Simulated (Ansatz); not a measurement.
Reaction (isomerisation): `C[SiH2][NH][SnH3]` → `[CH3][SnH2][SiH2]N`

Program: Ansatz. Geometries: PBE0-D4/def2-TZVP. ΔE: electronic, gas phase. CCSD(T)/CBS is the MP2 limit (def2-TZVPP, def2-QZVPP) plus CCSD(T) − MP2 in def2-TZVPP, frozen cores. Functionals use def2-TZVPP. def2 core potentials past Kr. For Sn outer-core shells are correlated without core-valence functions, which leaves a few kJ/mol of doubt a bond. Each species was taken in one conformer, which may not be the lowest.

CCSD(T)/CBS gives +5.2 kJ/mol.

(1) Another level gave +2.2 kJ/mol. Which?
A. PBE/def2-TZVPP
B. r2SCAN/def2-TZVPP
C. HF/def2-TZVPP
D. CCSD(T)/def2-TZVPP

Largest T1 diagnostic among the species: 0.012.

Answers

(1) B. r2SCAN 2.2, PBE -11.6, CCSD(T)/def2-TZVPP 9.3, HF/def2-TZVPP 17.9 kJ/mol.

The D4 term adds +5.6 kJ/mol with B3LYP and +2.8 kJ/mol with PBE0; it sums over pairs of atoms, weighted by their polarisabilities, and B3LYP, whose exchange is more repulsive, gets the larger term. In def2-TZVPP, CCSD(T) changes the Hartree–Fock value by −8.5 kJ/mol (the triples alone add −0.5 kJ/mol) and MP2 by −8.8 kJ/mol.

B3LYP here is the variant with VWN-RPA as its local correlation; programs differ in this.
